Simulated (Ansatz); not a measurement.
Consider the formal exchange of groups at a C–O bond: `COC#CO[SiH3]` + CH₄ → `CC#COC` + `O[SiH3]`.

Calculated with Ansatz (gas phase, PBE0-D4/def2-TZVP geometries, no zero-point term in ΔE). CCSD(T)/CBS is the MP2 limit (def2-TZVPP, def2-QZVPP) plus CCSD(T) − MP2 in def2-TZVPP, frozen cores. This one scheme is used for every species. Functionals use def2-TZVPP.

`COC#CO[SiH3]`:

```xyz
12

C     1.488    0.927   -2.362
O     1.138    1.307   -1.032
C     0.392    0.435   -0.409
C    -0.292   -0.349    0.181
O    -1.040   -1.214    0.814
Si   -1.506   -0.952    2.399
H     0.588    0.808   -2.971
H     2.054   -0.008   -2.353
H     2.103    1.734   -2.756
H    -2.299    0.298    2.486
H    -0.305   -0.850    3.262
H    -2.322   -2.137    2.742
```

CH₄:

Cartesian coordinates in Å:
```
C 0.000 0.000 0.000
H 0.080 1.006 -0.412
H -0.921 -0.465 -0.352
H -0.013 0.053 1.088
H 0.854 -0.594 -0.324
```

`CC#COC`:

Cartesian coordinates in Å:
```
C 2.382 -0.154 0.231
C 0.936 -0.247 0.341
C -0.256 -0.333 0.447
O -1.542 -0.448 0.590
C -2.311 0.263 -0.381
H 2.770 -0.809 -0.554
H 2.860 -0.441 1.171
H 2.697 0.867 0.001
H -2.096 1.332 -0.324
H -3.355 0.076 -0.138
H -2.086 -0.106 -1.384
```

`O[SiH3]`:

Cartesian coordinates in Å:
```
O 0.990 -0.569 -0.582
Si -0.175 0.284 0.212
H 0.733 -1.388 -1.007
H -1.272 0.700 -0.704
H 0.503 1.481 0.762
H -0.779 -0.508 1.319
```

| level | ΔE (eV) |
| --- | --- |
| r2SCAN-D4 | -0.81 |
| PBE0-D4 | -0.80 |
| PBE | -0.78 |
| r2SCAN | -0.82 |
| MP2/def2-TZVPP | -0.91 |
| CCSD/def2-TZVPP | -0.87 |
| SCS-MP2/def2-QZVPP | -0.90 |
| MP2/CBS(def2) | -0.93 |

(1) What does CCSD(T)/CBS give? (An estimate is asked.)

Largest T1 diagnostic among the species: 0.013.

## Answers

(1) Computed: -0.89 eV. The listed levels differ from it by 0.08, 0.09, 0.11, 0.07, -0.02, 0.02, -0.01, -0.04 eV.

From PBE to PBE0 (25 % exact exchange), in def2-TZVPP and without D4, ΔE moves by −0.04 eV.
